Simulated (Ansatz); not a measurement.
Isolated molecules relaxed with PBE0-D4/def2-TZVP in Ansatz; ΔE leaves out vibrations. CCSD(T)/CBS adds triple-zeta CCSD(T) − MP2 to the extrapolated MP2 energy (def2 sets, frozen cores). DFT in def2-TZVPP. B3LYP here is the variant with VWN-RPA as its local correlation; programs differ in this. Each species was taken in one conformer, which may not be the lowest.

Reaction (isomerisation): `CN[SiH2]OC` → `C[SiH2]NCO`

(1) Is it downhill or uphill in electronic energy at CCSD(T)/CBS, and by how much? (Estimate.)

(2) What do these levels give: PBE-D4, PBE0-D4, ωB97X-V, PBE, r2SCAN, B3LYP, MP2/def2-TZVPP, HF/def2-QZVPP, MP2/def2-QZVPP, SCS-MP2/def2-QZVPP, MP2/CBS(def2), CCSD/CBS(def2)? (An estimate is asked.)

Largest T1 diagnostic among the species: 0.011.

Results:

(1) The calculation gave: Uphill: ΔE = +0.68 eV.

(2) Ansatz gave: PBE-D4 0.56, PBE0-D4 0.59, ωB97X-V 0.67, PBE 0.56, r2SCAN 0.63, B3LYP 0.70, MP2/def2-TZVPP 0.68, HF/def2-QZVPP 0.83, MP2/def2-QZVPP 0.69, SCS-MP2/def2-QZVPP 0.73, MP2/CBS(def2) 0.68, CCSD/CBS(def2) 0.70 eV.

In def2-TZVPP, CCSD(T) changes the Hartree–Fock value by −0.14 eV (the triples alone add −0.02 eV) and MP2 by −0.14 eV.
